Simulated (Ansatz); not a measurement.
`N[SiH](F)BCl` and `N[SiH](F)CF` differ in one atom or group.

Ansatz, PBE0-D4/def2-TZVP geometries, multiplicity 1. Each molecule was computed in one conformer, which needn't be the lowest.

```
                               property  `N[SiH](F)BCl`
    LUMO energy (B3LYP/def2-TZVPP) / eV           -2.46
    HOMO energy (B3LYP/def2-TZVPP) / eV           -7.67
    HOMO–LUMO gap (PBE/def2-TZVPP) / eV            3.30
  HOMO–LUMO gap (B3LYP/def2-TZVPP) / eV            5.21
      LUMO energy (PBE/def2-TZVPP) / eV           -3.23
HOMO–LUMO gap (ωB97M-V/def2-TZVPP) / eV            9.81
```

**Question.** What does the change do to each property? (Estimate.)

**Answer.** The calculation gave: 
```tsv
property	`N[SiH](F)CF`	shift
LUMO energy (B3LYP/def2-TZVPP) / eV	0.05	2.51
HOMO energy (B3LYP/def2-TZVPP) / eV	-7.88	-0.21
HOMO–LUMO gap (PBE/def2-TZVPP) / eV	6.07	2.77
HOMO–LUMO gap (B3LYP/def2-TZVPP) / eV	7.94	2.73
LUMO energy (PBE/def2-TZVPP) / eV	-0.57	2.66
HOMO–LUMO gap (ωB97M-V/def2-TZVPP) / eV	12.55	2.74
```

With PBE0 the HOMO falls by 0.26 eV and the LUMO rises by 2.64 eV, so the gap widens by about 2.90 eV. PBE moves the HOMO by -0.11 eV and ωB97M-V by -0.51 eV.

B3LYP here is the variant with VWN-RPA as its local correlation; programs differ in this.
